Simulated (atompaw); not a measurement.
**B PAW (atompaw): all-electron and pseudo phase curves**

| Item | Value |
| --- | --- |
| Element | B |
| Generator | atompaw 4.2.0.5 |
| Type | PAW |
| Functional | LDA (PW92) |
| Relativity | non-relativistic |
| Frozen core | [He] |
| Valence charge | 3 |
| Reference configuration | 2s2 2p1 |
| Partial waves | 2s (bound): rc 3.00 bohr; 2s channel at 0.3 Ry: rc 3.00 bohr; 2p (bound): rc 3.00 bohr; 2p channel at 1.15 Ry: rc 3.00 bohr; 3d channel at 0.35 Ry: rc 2.85 bohr; 3d channel at 1.75 Ry: rc 2.85 bohr |
| Local potential | bessel scheme, radius 2.95 bohr |
| Core correction | smooth core density matched at 2.50 bohr |
| Augmentation charge | sinc compensation charge, radius 2.40 bohr; PAW radius 3.00 bohr; waves and projectors: custom polynom2 7 10 vanderbiltortho |

The phase is arctan(r·u′/u) with u = r·R(r), unwrapped; energies in Ry, scanned from -3 to 5 Ry. A pole is an energy at which the radial function vanishes at the test radius. The pseudo phase is shifted by a multiple of π to meet the all-electron one at the reference energy, and phase errors are pseudo minus all-electron; the curves can meet again beyond the range given. Levels narrower than the energy grid can be missing from the lists of poles.

| channel | radius (bohr) | reference energy (Ry) | poles, all-electron | poles, pseudo | unbroken range about the reference energy with phases within 0.05 rad | phase error 1 Ry above the reference energy (rad) |
| --- | --- | --- | --- | --- | --- | --- |
| s | 3.02 | -0.69 | -0.38, 3.73 | -0.38, 3.83 | the whole range | +0.000 |
| p | 3.02 | -0.27 | 0.08, 3.50 | 0.09, 4.46 | below 1.6 | +0.004 |
| d | 3.02 | 0.35 | 2.28 | 2.28 | below 3.9 | +0.000 |

Phases in the d channel:

| E (Ry) | all-electron | pseudo |
| --- | --- | --- |
| -3.00 | 1.389 | 1.389 |
| -2.52 | 1.375 | 1.375 |
| -2.04 | 1.356 | 1.356 |
| -1.56 | 1.331 | 1.331 |
| -1.08 | 1.296 | 1.296 |
| -0.60 | 1.241 | 1.241 |
| -0.12 | 1.139 | 1.139 |
| 0.36 | 0.886 | 0.886 |
| 0.84 | -0.092 | -0.092 |
| 1.32 | -1.160 | -1.160 |
| 1.80 | -1.446 | -1.446 |
| 2.28 | -1.571 | -1.571 |
| 2.76 | -1.662 | -1.661 |
| 3.24 | -1.763 | -1.758 |
| 3.72 | -1.950 | -1.927 |
| 4.20 | -2.682 | -2.476 |
| 4.68 | -4.134 | -3.940 |
